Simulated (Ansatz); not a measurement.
`[CH3][GeH]([F])[F]` + HCl → `[F][GeH]([F])[Cl]` + CH₄  (ligand exchange at a Ge–C bond)

Program: Ansatz. Geometries: PBE0-D4/def2-TZVP. ΔE: electronic, gas phase. CCSD(T)/CBS adds triple-zeta CCSD(T) − MP2 to the extrapolated MP2 energy (def2 sets, frozen cores). This one scheme is used for every species. Functionals use def2-TZVPP. For Ge outer-core shells are correlated without core-valence functions, which leaves a few kJ/mol of doubt a bond. Scalar relativity is left out up to krypton.

```json
{"species": "`[CH3][GeH]([F])[F]`", "BHLYP-D4 energy (Eh)": "-2317.28727"}
{"species": "HCl", "BHLYP-D4 energy (Eh)": "-460.81729"}
{"species": "`[F][GeH]([F])[Cl]`", "BHLYP-D4 energy (Eh)": "-2737.63154"}
{"species": "CH₄", "BHLYP-D4 energy (Eh)": "-40.50336"}
```

Task: Work out ΔE.

Result: ΔE = (-2737.63154) + (-40.50336) − (-2317.28727) − (-460.81729) = -0.03034 Eh = -19.0 kcal/mol. CCSD(T)/CBS gives -16.5 kcal/mol.

Task: What do rigid-rotor, harmonic-oscillator terms from PBE0-D4/def2-TZVP frequencies (298.15 K, 1 bar) make of the CCSD(T)/CBS value? (Estimate.)

Result: Computed: ΔZPE = +1.8 kcal/mol, ΔH = -14.9 kcal/mol, ΔS = -10 J/(mol·K), ΔG = -14.2 kcal/mol.

Largest T1 diagnostic among the species: 0.012.

At CCSD(T), def2-SVP lies −2.1 kcal/mol from the extrapolated value and def2-TZVPP −0.4 kcal/mol. In def2-TZVPP, CCSD(T) changes the Hartree–Fock value by +3.4 kcal/mol (the triples alone add −0.1 kcal/mol) and MP2 by +2.8 kcal/mol.
